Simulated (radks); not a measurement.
The numbers below are computed, except where a source is named.
Initial-state core-level shifts of neutral titanium when its valence configuration changes from [Ar] 3d2 4s2. Code: a radial shooting solver on a logarithmic mesh with Libxc functionals. Model: non-relativistic Kohn-Sham, BLYP, spin-polarised, spherical densities, point nucleus; open shells are filled with parallel spins first. Shifts are changes of the shell-averaged eigenvalues in eV (positive: less bound); the change of the density at the nucleus, which sets a Mossbauer isomer shift, is in e/bohr^3, on a base of 7145.

| valence | 1s | 2p | 3s | 3p | density at nucleus |
|---|---|---|---|---|---|
| 3d2.5 4s1.5 | +2.089 | +2.386 | +2.118 | +2.033 | -2.0800 |
| 3d3 4s1 | +3.683 | +4.196 | +3.785 | +3.640 | -3.6668 |
| 3d2 4p2 | -2.341 | -2.282 | -2.305 | -2.291 | -5.5704 |
| 4s2 4p2 | -14.667 | -16.632 | -13.704 | -13.164 | +6.7522 |
| 3d4 | +5.382 | +6.240 | +5.680 | +5.446 | -6.4816 |
| 3d1 4s2 4p1 | -6.759 | -7.593 | -6.521 | -6.277 | +3.0304 |
| 3d1 4p3 | -8.782 | -9.605 | -8.506 | -8.236 | -4.2521 |
| 3d2 4s1.5 4p0.5 | -0.629 | -0.621 | -0.616 | -0.611 | -1.1361 |
| 3d2 4s1 4p1 | -1.140 | -1.130 | -1.120 | -1.110 | -2.4235 |
